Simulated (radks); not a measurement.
Excited configurations of the cadmium ion Cd3+: one electron is placed in a higher orbital outside [Kr] 4d8. The ground configuration is [Kr] 4d9. All-electron calculation, scalar-relativistic Kohn-Sham, SCAN, spin-polarised, spherical densities, finite nucleus; open shells are filled with parallel spins first (spin-orbit coupling, left out, can overturn this in heavy ions); meta-GGA in the generalised Kohn-Sham scheme; Fermi nuclear charge, rms radius 4.6087 fm. Program: a radial shooting solver on a logarithmic mesh with Libxc functionals. Excitation = E - E(ground); binding = E(ion) - E, where the ion is the core of charge +4; n* = 4/sqrt(2 binding) in atomic units, and the quantum defect is n - n*.

| outer orbital | excitation (eV) | binding (eV) | n* | quantum defect | eigenvalue (eV) | <r> (bohr) |
|---|---|---|---|---|---|---|
| 4f | 38.676 | 14.848 | 3.829 | 0.171 | -12.200 | 3.675 |
| 5s | 13.948 | 39.576 | 2.345 | 2.655 | -35.468 | 2.194 |
| 5d | 33.854 | 19.670 | 3.327 | 1.673 | -17.030 | 3.529 |
| 5f | 43.502 | 10.023 | 4.660 | 0.340 | -8.553 | 6.471 |
| 6p | 37.521 | 16.004 | 3.688 | 2.312 | -14.313 | 5.015 |
| 6d | 41.932 | 11.592 | 4.333 | 1.667 | -10.255 | 6.448 |
| 6f | 46.518 | 7.006 | 5.574 | 0.426 | -6.133 | 10.12 |
| 7f | 48.383 | 5.141 | 6.507 | 0.493 | -4.548 | 14.53 |

Estimate the row for 7p.

Answer. excitation (eV) 43.587; binding (eV) 9.937; n* 4.680; quantum defect 2.320; eigenvalue (eV) -8.929; <r> (bohr) 8.167. The Delta-SCF ionisation energy is 53.524 eV (NIST Atomic Spectra Database: 51 eV, theoretical). Self-interaction in the functional shifts the binding energies and quantum defects, so they are the method's values and not measured ones. Open shells are spherical and high-spin; term and fine-structure splittings are not resolved.
